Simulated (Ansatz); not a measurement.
Reaction (formal exchange of groups at the Si–H bond): `[SiH3][SiH2][SiH3]` + `COCF` → `FC[SiH]([SiH3])[SiH3]` + CH₃OH

Calculated with Ansatz (gas phase, PBE0-D4/def2-TZVP geometries, no zero-point term in ΔE). CBS: MP2 limit from def2 TZ/QZ plus the TZ coupled-cluster correction, frozen cores. This one scheme is used for every species. DFT in def2-TZVPP. One conformer a species, not always the lowest.

Task: Is it downhill or uphill in electronic energy at CCSD(T)/CBS, and by how much? (Estimate.)

Result: The calculation gave: Downhill: ΔE = -0.07 eV.

Task: What do these levels give: PBE0-D4, ωB97M-V, r2SCAN, HF/def2-QZVPP, MP2/def2-QZVPP, HF/CBS(def2)? (Best estimate.)

Result: Computed: PBE0-D4 -0.04, ωB97M-V -0.04, r2SCAN 0.01, HF/def2-QZVPP 0.11, MP2/def2-QZVPP -0.08, HF/CBS(def2) 0.11 eV.

Largest T1 diagnostic among the species: 0.013.

The D4 term adds −0.05 eV with B3LYP and −0.03 eV with PBE0; it sums over pairs of atoms, weighted by their polarisabilities, and B3LYP, whose exchange is more repulsive, gets the larger term. In def2-TZVPP, CCSD(T) changes the Hartree–Fock value by −0.12 eV (the triples alone add −0.00 eV) and MP2 by −0.15 eV.

B3LYP here is the variant with VWN-RPA as its local correlation; programs differ in this.
